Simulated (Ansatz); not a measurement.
A CCSD(T) single point on CH$_{6}$BFOSi, SMILES `O[SiH2]CBF`.

```yaml
crystal:
  periodic: [false, false, false]
  atoms:
    - {symbol: O, position_ang: [-1.910946, -0.181874, 0.740219]}
    - {symbol: Si, position_ang: [-0.450061, -0.934867, 0.680180]}
    - {symbol: C, position_ang: [0.908601, 0.296156, 0.239496]}
    - {symbol: B, position_ang: [0.669949, 0.826696, -1.184652]}
    - {symbol: F, position_ang: [-0.296981, 1.727795, -1.382527]}
    - {symbol: H, position_ang: [-2.122318, 0.440093, 0.041657]}
    - {symbol: H, position_ang: [-0.443872, -2.041171, -0.317009]}
    - {symbol: H, position_ang: [-0.219982, -1.497492, 2.031184]}
    - {symbol: H, position_ang: [0.824002, 1.083787, 0.996477]}
    - {symbol: H, position_ang: [1.867073, -0.219457, 0.342946]}
    - {symbol: H, position_ang: [1.239934, 0.443434, -2.167471]}
basis:
  gaussian: {orbitals: def2-TZVPP}
correlation: {method: ccsd_t}
output: {orbitals: {seedname: orbitals}}
```

```sh
$ ansatz run in.yaml --threads 4 --pin off --events-out ev --progress --plain --max-ram 10444MiB
```

Log, shortened:

```
Functional definition: HF
1489 factors; integrals over basis functions are off by at most 1.0e-3 eV
mean field evaluation 1: about -14404.1353 eV, gradient 4.6e1 eV
mean field evaluation 2: about -14404.3405 eV, gradient 4.7e1 eV
mean field evaluation 4: about -14408.7714 eV, gradient 4.2e0 eV
mean field evaluation 8: about -14408.8403 eV, gradient 2.5e-1 eV
mean field -14408.84063563 eV, -529.5151266965 hartree, gradient 4.4e-6 eV, S^2 0.000000; 0 other end points of the search recorded, 0 dependent functions left out
9 core orbitals not correlated: weight in the atoms' cores, before any rotation towards them, 1.000 or more for the frozen orbitals, at most 0.000 for the correlated occupied ones
reference -14408.84063563 eV, -529.5151266965 hartree; 15, 15 occupied and 226, 226 virtual orbitals, 1489 factors
second order -24.10503153 eV of doubles, -0.00000000 eV of singles
cycle   1  -24.47705033 eV  change   -3.7e-1 eV  update   1.0e-1
cycle   2  -25.01988950 eV  change   -5.4e-1 eV  update   3.0e-2
cycle   3  -25.14902416 eV  change   -1.3e-1 eV  update   1.6e-2
cycle   4  -25.13557248 eV  change    1.3e-2 eV  update   3.6e-3
cycle   5  -25.13338200 eV  change    2.2e-3 eV  update   1.7e-3
cycle   6  -25.13415802 eV  change   -7.8e-4 eV  update   4.8e-4
cycle   7  -25.13393061 eV  change    2.3e-4 eV  update   1.8e-4
cycle   8  -25.13384712 eV  change    8.3e-5 eV  update   5.5e-5
cycle   9  -25.13386765 eV  change   -2.1e-5 eV  update   2.5e-5
perturbative correction -0.85559587 eV, -0.0314425681 hartree
Total energy: -14434.83009915 eV, -530.4702218645 hartree
```

Hardware: 4 threads of an Intel Xeon Platinum 8488C on a shared host. Wall time 77 s, peak host memory 5.5 GiB.

The correlation energy is -25.989 eV, 3.3 % of it from (T); the T1 diagnostic reads 0.0122.
